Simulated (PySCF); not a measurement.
`C=C(C)[P+](C)(C)C1CC1`: 4 charge schemes on one density

C8H16P (charge +1).
Numbering: `[CH2:1]=[C:2]([CH3:3])[P+:4]([CH3:5])([CH3:6])[CH:7]1[CH2:8][CH2:9]1` (hydrogens: H10, H11 on C1; H12, H13, H14 on C3; H15, H16, H17 on C5; H18, H19, H20 on C6; H21 on C7; H22, H23 on C8; H24, H25 on C9)

Structure used (GFN2-xTB), in Å, numbered top down from 1:
```xyz
25
C8H16P angstrom
C      1.6803   -1.1150    1.3179
C      1.3600   -0.3002    0.3201
C      2.1883   -0.0834   -0.9064
P     -0.1861    0.6451    0.3877
C     -0.6915    0.9557    2.0983
C      0.0360    2.2458   -0.4271
C     -1.5265   -0.2357   -0.4393
C     -1.2438   -1.4008   -1.3509
C     -1.8246   -1.6478   -0.0034
H      2.5865   -1.6976    1.2916
H      1.0711   -1.2299    2.1987
H      1.5757   -0.0877   -1.8077
H      2.9459   -0.8579   -0.9938
H      2.6964    0.8798   -0.8527
H     -1.5529    1.6239    2.0929
H     -0.9756    0.0234    2.5840
H      0.1249    1.4230    2.6479
H      0.8330    2.8020    0.0654
H      0.2842    2.1073   -1.4782
H     -0.8923    2.8121   -0.3526
H     -2.3615    0.4121   -0.6849
H     -1.8751   -1.5129   -2.2186
H     -0.2191   -1.6957   -1.5193
H     -1.1850   -2.0997    0.7418
H     -2.8592   -1.9419    0.0762
```

Density: PBE0/pcSseg-1 (PySCF); schemes: Mulliken, IAO, Hirshfeld and ESP-fitted. Isolated species at its GFN2-xTB geometry (one conformer only).

**Question.** What partial charge does each atom carry?

**Answer.** In e; atoms taken as equivalent share a row and are averaged (×n: the atom named and its like, n in all):

| atom | environment | Mulliken | IAO | Hirshfeld | ESP-fitted |
| --- | --- | --- | --- | --- | --- |
| C1 | terminal =CH2 carbon | +0.015 | -0.258 | -0.041 | -0.427 |
| C2 | fully substituted alkene carbon | -0.635 | -0.208 | -0.021 | +0.174 |
| C3 | allylic carbon | -0.154 | -0.428 | -0.103 | -0.476 |
| P4 | phosphonium phosphorus | +0.565 | +1.210 | +0.475 | +0.592 |
| C5/C6 | sp3 carbon bound to phosphorus | -0.402 | -0.639 | -0.127 | -0.672 |
| C7 | sp3 carbon bound to phosphorus | -0.443 | -0.378 | -0.074 | -0.310 |
| C8/C9 | three-membered-ring carbon | -0.164 | -0.268 | -0.063 | -0.232 |
| H10 | vinylic hydrogen | +0.161 | +0.187 | +0.082 | +0.233 |
| H11 | vinylic hydrogen | +0.141 | +0.165 | +0.067 | +0.209 |
| H12/H13/H14 | methyl hydrogen | +0.159 | +0.169 | +0.064 | +0.167 |
| H15 (×6) | methyl hydrogen | +0.192 | +0.192 | +0.078 | +0.239 |
| H21 | methine hydrogen | +0.187 | +0.183 | +0.072 | +0.228 |
| H22/H25 | methylene hydrogen | +0.174 | +0.182 | +0.075 | +0.181 |
| H23/H24 | methylene hydrogen | +0.161 | +0.159 | +0.055 | +0.143 |

Mean size of the charges over all atoms: IAO 0.287 e, ESP-fitted 0.282 e, Mulliken 0.229 e, Hirshfeld 0.089 e. Each set sums to the total charge, 1, to within 0.001 e. The Hirshfeld scheme divides the density at each point in proportion to the densities of the neutral, spherically averaged free atoms.

Some averages cover members that differ in this geometry: C5/C6, ESP-fitted -0.692 to -0.651; H15 (×6), ESP-fitted +0.219 to +0.252; H12/H13/H14, ESP-fitted +0.155 to +0.188; C8/C9, ESP-fitted -0.247 to -0.217 e.

Lowest charge. The schemes don't all agree: Mulliken C2 (-0.635); IAO C5/C6 (-0.639); Hirshfeld C5/C6 (-0.127); ESP-fitted C5/C6 (-0.672).

Highest charge. All schemes agree: Mulliken P4 (+0.565); IAO P4 (+1.210); Hirshfeld P4 (+0.475); ESP-fitted P4 (+0.592).

**Question.** Sum the charges by element, for elements with more than one atom.

**Answer.** 
```csv
element,atoms,Mulliken,IAO,Hirshfeld,ESP-fitted
C,8,-2.351,-3.085,-0.617,-2.846
H,16,+2.785,+2.875,+1.142,+3.255
```

**Question.** How many electrons does the Hirshfeld scheme count on C7?

**Answer.** Z − q = 6 − (-0.074) = 6.074.

The run behind these numbers computed NMR shieldings as well. Time: 1.7 min; peak memory 1.1 GiB. Hardware: one thread, Arm Neoverse N1 (aarch64), on a shared host.
